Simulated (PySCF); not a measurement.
MoCl3H3, SMILES [Cl][MoH3]([Cl])[Cl], multiplicity 1.

Geometry optimised at PBE-D3(BJ)/def2-SVP. The multiplicity is an assumed one; no other spin state was optimised. The structure was generated by enumeration; whether it is a known compound was not checked. The def2 effective core potentials stand for the cores of Mo; spin–orbit coupling is left out.

Two levels are set side by side: TDA-PBE/def2-SVPD (PySCF) and TDA-LC-ωPBE/def2-SVPD (PySCF). Vertical, same geometry. The lowest singlet is HOMO→LUMO+1 50 %, HOMO−1→LUMO 50 % with PBE and HOMO→LUMO 47 %, HOMO−1→LUMO+1 47 % with the other functional; states are paired by order. Differences are taken from unrounded values.

| quantity | TDA-PBE |
|---|---|
| lowest singlet excitation (eV) | 2.51 |
| lowest triplet excitation (TDA) (eV) | 2.19 |

### Question
These are the TDA-PBE values. What does TDA-LC-ωPBE give? (An estimate is asked for; the answer gives what the named calculation found.)

### Answer

| quantity | TDA-LC-ωPBE | TDA-PBE minus TDA-LC-ωPBE |
|---|---|---|
| lowest singlet excitation (eV) | 2.77 | -0.26 |
| lowest triplet excitation (TDA) (eV) | 2.41 | -0.22 |

A lower first singlet is the usual sign of a functional without exact exchange. Differences between two approximate levels are no errors against the true value.

Rough cost on one machine, each run with all the roots and properties that it gave: TDA-LC-ωPBE against TDA-PBE about 3 times.
